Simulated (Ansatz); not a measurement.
Consider the ligand exchange at a Zr–S bond: `[OH][Zr]([OH])([OH])[SH]` + HCl → `[OH][Zr]([OH])([OH])[Cl]` + H₂S.

Gas-phase electronic energies from Ansatz, PBE0-D4/def2-TZVP geometries. CCSD(T)/CBS is the MP2 limit (def2-TZVPP, def2-QZVPP) plus CCSD(T) − MP2 in def2-TZVPP, frozen cores. This one scheme is used for every species. Functionals use def2-TZVPP. def2 core potentials past Kr. For Zr outer-core shells are correlated without core-valence functions, which leaves a few kJ/mol of doubt a bond. One conformer a species, not always the lowest.

`[OH][Zr]([OH])([OH])[SH]`:

```xyz
9

O     1.170   -0.796   -1.498
Zr    0.081   -0.053   -0.111
O    -1.464   -1.119    0.281
O    -0.488    1.727   -0.540
S     1.554    0.004    1.884
H     1.496   -1.314   -2.228
H    -2.356   -1.435    0.384
H    -0.529    2.623   -0.860
H     0.537    0.365    2.689
```

HCl:

```xyz
2

Cl    0.515   -0.028    0.378
H    -0.515    0.028   -0.378
```

`[OH][Zr]([OH])([OH])[Cl]`:

Z-matrix (Å, degrees):
```
Zr
O 1 1.912
O 1 1.912 2 110.0
O 1 1.912 2 110.0 3 121.3
Cl 1 2.381 2 109.0 3 -119.4
H 2 0.952 1 165.3 3 -122.7
H 3 0.952 1 165.4 2 -1.8
H 4 0.952 1 165.4 2 -123.0
```

H₂S:

Cartesian coordinates in Å:
```
S 0.073 -0.081 0.610
H 0.923 0.087 -0.414
H -0.997 -0.005 -0.195
```

```json
{"species": "`[OH][Zr]([OH])([OH])[SH]`", "PBE energy (Eh)": "-673.30804"}
{"species": "HCl", "PBE energy (Eh)": "-460.62738"}
{"species": "`[OH][Zr]([OH])([OH])[Cl]`", "PBE energy (Eh)": "-734.73395"}
{"species": "H₂S", "PBE energy (Eh)": "-399.22783"}
```

Question: Work out ΔE.

Answer: ΔE = (-734.73395) + (-399.22783) − (-673.30804) − (-460.62738) = -0.02636 Eh = -0.72 eV. CCSD(T)/CBS gives -0.74 eV.

Question: What do rigid-rotor, harmonic-oscillator terms from PBE0-D4/def2-TZVP frequencies (298.15 K, 1 bar) make of the CCSD(T)/CBS value? (Best estimate.)

Answer: Computed: ΔZPE = +0.02 eV, ΔH = -0.73 eV, ΔS = -11 J/(mol·K), ΔG = -0.70 eV.

Largest T1 diagnostic among the species: 0.017.

Leaving LDA and LC-ωPBE aside and taking each functional with its dispersion term where it has one, the values, not all of them listed here, spread over 0.10 eV, from BHLYP-D4 to PBE-D4. In def2-TZVPP, CCSD(T) changes the Hartree–Fock value by +0.17 eV (the triples alone add +0.03 eV) and MP2 by +0.17 eV.
